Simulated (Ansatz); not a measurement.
Consider the redistribution: `F[CH]([SiH3])[GaH2]` + `C[Si](O)(F)Cl` → `C[Si](O)([SiH3])Cl` + `F[CH](F)[GaH2]`.

Calculated with Ansatz (gas phase, PBE0-D4/def2-TZVP geometries, no zero-point term in ΔE). CBS: MP2 limit from def2 TZ/QZ plus the TZ coupled-cluster correction, frozen cores. Functionals use def2-TZVPP. B3LYP here is the variant with VWN-RPA as its local correlation; programs differ in this. HSE06 is defined as in plane-wave codes. For Ga outer-core shells are correlated without core-valence functions, which leaves a few kJ/mol of doubt a bond. Scalar relativity is left out up to krypton. Each species was taken in one conformer, which may not be the lowest.

| level | ΔE (eV) | difference from CCSD(T)/CBS |
| --- | --- | --- |
| LDA (SPW92) | 2.06 | -0.28 |
| PBE-D4 | 1.99 | -0.35 |
| revPBE-D4 | 1.99 | -0.35 |
| BLYP-D4 | 2.11 | -0.23 |
| r2SCAN-D4 | 2.22 | -0.12 |
| B97M-V | 2.26 | -0.08 |
| PBE0-D4 | 2.10 | -0.24 |
| B3LYP-D4 | 2.19 | -0.15 |
| r2SCANh-D4 | 2.24 | -0.10 |
| r2SCAN0-D4 | 2.27 | -0.07 |
| HSE06-D4 | 2.09 | -0.25 |
| CAM-B3LYP-D4 | 2.24 | -0.10 |
| ωB97X-V | 2.17 | -0.17 |
| B2PLYP | 2.28 | -0.06 |
| PBE-QIDH | 2.26 | -0.08 |
| PBE | 1.99 | -0.35 |
| revPBE | 1.96 | -0.38 |
| r2SCAN | 2.22 | -0.12 |
| PBE0 | 2.10 | -0.24 |
| B3LYP | 2.19 | -0.15 |
| r2SCANh | 2.24 | -0.10 |
| r2SCAN0 | 2.27 | -0.07 |
| HSE06 | 2.10 | -0.24 |
| BHLYP | 2.30 | -0.04 |
| LC-ωPBE | 2.18 | -0.16 |
| RPA@PBE/def2-TZVPP | 2.20 | -0.14 |
| HF/def2-SVP | 2.04 | -0.30 |
| MP2/def2-SVP | 2.13 | -0.21 |
| CCSD/def2-SVP | 2.02 | -0.32 |
| CCSD(T)/def2-SVP | 1.99 | -0.35 |
| HF/def2-TZVPP | 2.32 | -0.02 |
| MP2/def2-TZVPP | 2.40 | 0.06 |
| SCS-MP2/def2-TZVPP | 2.36 | 0.02 |
| CCSD/def2-TZVPP | 2.30 | -0.04 |
| HF/def2-QZVPP | 2.35 | 0.01 |
| MP2/def2-QZVPP | 2.45 | 0.11 |
| SCS-MP2/def2-QZVPP | 2.40 | 0.06 |
| HF/CBS(def2) | 2.35 | 0.01 |
| MP2/CBS(def2) | 2.47 | 0.13 |
| CCSD/CBS(def2) | 2.36 | 0.02 |
| CCSD(T)/CBS | 2.34 | 0 |

(1) What do rigid-rotor, harmonic-oscillator terms from PBE0-D4/def2-TZVP frequencies (298.15 K, 1 bar) make of the CCSD(T)/CBS value? (An estimate is asked.)

Largest T1 diagnostic among the species: 0.013.

## Answers

(1) The calculation gave: ΔZPE = -0.01 eV, ΔH = +2.35 eV, ΔS = 22 J/(mol·K), ΔG = +2.28 eV. Modes under 50 cm⁻¹ make the entropy rough.

From r2SCAN to r2SCAN0 (25 % exact exchange), in def2-TZVPP and without D4, ΔE moves by +0.05 eV. At CCSD(T), def2-SVP lies −0.35 eV from the extrapolated value and def2-TZVPP −0.07 eV. Leaving LDA and LC-ωPBE aside and taking each functional with its dispersion term where it has one, the values, not all of them listed here, spread over 0.30 eV, from revPBE-D4 to BHLYP-D4. LDA lies +0.07 eV from PBE without D4.
